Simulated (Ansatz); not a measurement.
selenium dioxide (O₂Se), singlet, geometry from GFN2-xTB. Base run: Ansatz (a program for electronic structure) with CAM-B3LYP/3-21G.

Geometry (Å):
```xyz
3

O     -1.3086     0.5502     0.0317
Se     0.0146    -0.2886    -0.0242
O      1.2465     0.6762     0.0710
```
Charge 0, spin multiplicity 1.
All else is at Ansatz's defaults.

Variants of this job, named by their change:

```csv
change,E (Eh)
base,-2539.73253
functional = revpbe,-2539.44314
functional = wB97X,-2539.65384
functional = lc_wpbe,-2539.22236
functional = hf,-2537.21310
functional = B97M-V,-2539.11797
functional = pbe0; dispersion = d3bjatm,-2539.23481
functional = r2scan,-2539.51501
functional = BHLYP,-2539.56959
functional = pbe,-2539.17982
functional = hse06,-2539.23017
functional = pbe0,-2539.23353
functional = b3lyp5,-2539.50865
```

Absolute energies of different levels of theory aren't comparable as measures of quality.
